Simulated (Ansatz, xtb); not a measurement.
A geometry optimisation of FHSi2Sn with r2SCAN-D4/def2-SVP

The starting geometry of this gas-phase singlet has its atoms placed at random.

```yaml
atoms:
  - { symbol: F, position_ang: [0.9225, 0.3429, 1.4579] }
  - { symbol: Si, position_ang: [-1.1547, -0.0563, -1.7208] }
  - { symbol: Si, position_ang: [-0.4572, -1.5463, -0.7302] }
  - { symbol: Sn, position_ang: [-0.3936, 1.5887, 0.0748] }
  - { symbol: H, position_ang: [1.0721, -1.5394, 0.0622] }
```

Q: Guess where an optimisation with r2SCAN-D4/def2-SVP ends from this start.

A: It ends as a structure given below by its coordinates. Distances that change by over a tenth: F1–Sn4 (2.28 → 3.01 Å), Si2–Si3 (1.92 → 2.19 Å), Si3–Sn4 (3.24 → 2.87 Å), Si3–H5 (1.72 → 1.50 Å). Contacts that close: F1–Si3 (3.20 → 1.66 Å).

The energy falls by 3.32 eV over 16 steps:

```tsv
step	E − E(last) (eV)
1	3.321
3	1.232
4	1.134
6	1.037
8	0.560
9	0.285
11	0.033
13	0.005
14	0.001
16	0.000
```

Final geometry (Å):

```
atom    x (Å)    y (Å)    z (Å)
   F   0.5662  -0.2512   1.3877
  Si  -1.3780  -0.0835  -1.4887
  Si   0.1468  -0.8378  -0.1054
  Sn  -0.4348   1.9532  -0.4059
   H   1.0889  -1.9911  -0.2440
```

From the same start GFN2-xTB ends elsewhere, differing in F1–Si3 (3.06 against 1.66 Å here), F1–Sn4 (2.15 against 3.01 Å here), Si3–Sn4 (3.10 against 2.87 Å here).

From so rough a start the end depends on the optimiser's path, so another program may land elsewhere. The end wasn't checked by frequencies. Atoms past krypton carry core potentials, without spin–orbit terms. Run with Ansatz 0.2.0, 30 s on 2 threads of Intel(R) Xeon(R) Platinum 8259CL CPU @ 2.50GHz (Skylake/Cascade Lake), on a shared host.
